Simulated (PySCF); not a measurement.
Si(F)(vinyl)(OH)2 (C₂H₅FO₂Si), SMILES C=C[Si](O)(O)F.

Geometry: PBE-D3(BJ)/def2-SVP. One conformer was computed; it need not be the lowest.

Level of theory: PBE-D3(BJ)/def2-SVP run with PySCF 2.14.0.

Frequencies are harmonic and unscaled.

Computed harmonic wavenumbers and intensities:
| mode | ν (cm⁻¹) | IR (km/mol) | moving atoms (share of kinetic energy) |
|---|---|---|---|
| 1 | 71 | 7.8 | C 42 %, H 38 %, O 9 %, F 9 % |
| 2 | 143 | 31.3 | O 32 %, H 31 %, F 26 %, C 10 % |
| 3 | 160 | 4.1 | O 42 %, H 28 %, C 24 % |
| 4 | 202 | 38.5 | H 82 % |
| 5 | 256 | 32.1 | H 57 %, O 19 %, Si 8 %, C 8 % |
| 6 | 276 | 37.3 | F 30 %, O 29 %, H 19 %, C 18 % |
| 7 | 323 | 64.6 | O 31 %, F 27 %, C 16 %, Si 13 %, H 13 % |
| 8 | 340 | 52.0 | O 46 %, H 41 %, Si 8 % |
| 9 | 407 | 39.6 | C 27 %, Si 24 %, O 22 %, F 13 %, H 13 % |
| 10 | 542 | 16.9 | H 55 %, C 37 % |
| 11 | 654 | 14.4 | C 41 %, O 25 %, H 19 %, F 9 % |
| 12 | 762 | 122.1 | H 49 %, O 27 %, F 13 % |
| 13 | 786 | 177.3 | H 69 %, O 29 % |
| 14 | 872 | 192.1 | Si 37 %, H 32 %, F 23 % |
| 15 | 899 | 126.5 | Si 41 %, O 30 %, H 17 %, F 10 % |
| 16 | 956 | 95.4 | Si 38 %, O 28 %, H 26 % |
| 17 | 962 | 59.3 | H 68 %, C 25 % |
| 18 | 978 | 52.2 | H 69 %, C 14 %, Si 12 % |
| 19 | 1007 | 12.6 | H 94 % |
| 20 | 1232 | 3.3 | H 71 %, C 29 % |
| 21 | 1368 | 18.6 | H 85 %, C 15 % |
| 22 | 1625 | 11.3 | C 87 %, H 12 % |
| 23 | 3053 | 11.8 | H 95 % |
| 24 | 3084 | 1.4 | H 92 %, C 8 % |
| 25 | 3149 | 5.7 | H 89 %, C 11 % |
| 26 | 3765 | 82.4 | H 94 % |
| 27 | 3772 | 81.8 | H 94 % |
